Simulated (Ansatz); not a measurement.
System: C$_{3}$H$_{8}$B, net charge -1, singlet state. It need not be the lowest isomer of its formula. Whether it binds its extra electron was not tested at this geometry. 
Geometry from a B3LYP-D3(BJ)/def2-TZVP (Ansatz, a quantum-chemistry and plane-wave program) optimisation:
SMILES: B(C)([CH2-])C
```xyz
12

B      0.1388    -0.0242     0.0055
C      1.5679    -0.2738     0.0620
C     -0.4865     1.4622    -0.1483
C     -0.9625    -1.2091     0.0910
H      2.0034    -1.2707     0.1655
H      2.3217     0.5154     0.0055
H      0.2858     2.2386    -0.2032
H     -1.1493     1.7216     0.6920
H     -1.1089     1.5582    -1.0518
H     -1.6480    -1.0767     0.9428
H     -1.6075    -1.2401    -0.8011
H     -0.5051    -2.2003     0.1945
```
Charge -1, spin multiplicity 1.

Basis-set convergence of Hartree-Fock and CCSD correlation energies (hartree) with Ansatz. Correlated levels leave the core frozen unless marked. No spin-orbit coupling. No relativistic terms. This anion needs diffuse functions, which these sets lack.

```csv
basis,functions,E(HF),"E(corr, CCSD)"
cc-pVDZ,96,-142.92364,-0.59388
cc-pVTZ,232,(withheld),(withheld)
```

Q: Fill in the missing entries.

A: 
- cc-pVTZ, E(HF): -142.97026
- cc-pVTZ, E(corr, CCSD): -0.70419
